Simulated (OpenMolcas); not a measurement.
A run on Mo3+ among 6 point charges of -1.7 e arranged as a trigonal prism (D3h), 2.19 Å from the ion, with a polar angle of 46.2° against the regular 49.1°.

* Program: OpenMolcas
* Method: SS-CASPT2, IPEA 0.25 Eh, imaginary shift 0.1 Eh (closed shells correlated: 4s 4p)
* Basis: ANO-RCC-VDZP [6s5p3d1f]
* Scalar Hamiltonian: DKH2, point nucleus
* Active space: 3 electrons in 5 orbitals (4d)
* State averaging: 2S+1 = 4 even, 10 roots; 2S+1 = 2 even, 40 roots
* Spin-orbit coupling: state interaction with AMFI integrals over the reference wave functions

First CASPT2 step and the start of its output:

```
&CASPT2
Multistate=10 1 2 3 4 5 6 7 8 9 10
NoMult
Frozen=14
IPEA=0.25
Imaginary=0.1
MaxIter=60
WThr=0.0 0.3 0.05
PrWF=0.5
NoMix
```

```
--- CASPT2 ---
Orbital specifications:
      -----------------------

      Symmetry species                           1
                                                 a
      Frozen orbitals                           14
      Inactive orbitals                          4
      Active orbitals                            5
      Secondary orbitals                        20
      Deleted orbitals                           0
      Number of basis functions                 43
Type of calculation                        SS-CASPT2
      Fock operator                              state-specific
      IPEA shift                                 0.25
      Real shift                                 0.00
      Imaginary shift                            0.10
      The input orbitals will be transformed to quasi-canonical
Reference energy:       -4051.3993736134
      E2 (Non-variational):      -0.2116262703
      Shift correction:          -0.0001500878
      E2 (Variational):          -0.2117763581
      Total energy:           -4051.6111499715
      Residual norm:              0.0000004296
      Reference weight:           0.95182
      Contributions to the CASPT2 correlation energy
      Active & Virtual Only:         -0.0166422530
      One Inactive Excited:          -0.0917561824
      Two Inactive Excited:          -0.1032278349
Reference energy:       -4051.3702823074
      E2 (Non-variational):      -0.2105444605
      Shift correction:          -0.0001343051
      E2 (Variational):          -0.2106787655
      Total energy:           -4051.5809610729
      Residual norm:              0.0000001669
      Reference weight:           0.95254
      Contributions to the CASPT2 correlation energy
      Active & Virtual Only:         -0.0161654206
...
```

Over all roots the printed reference weights run from 0.04 to 0.95, and roots that are degenerate in the reference spread by up to 590000 cm-1.

Problem. Did the run give usable levels, and if not, why?

Solution. No. The equations converged, but the reference weight falls to 0.04 for at least one root against 0.95 for the best. A drop of that size marks an intruder state, so the energies of such roots and the levels built on them can't be trusted.
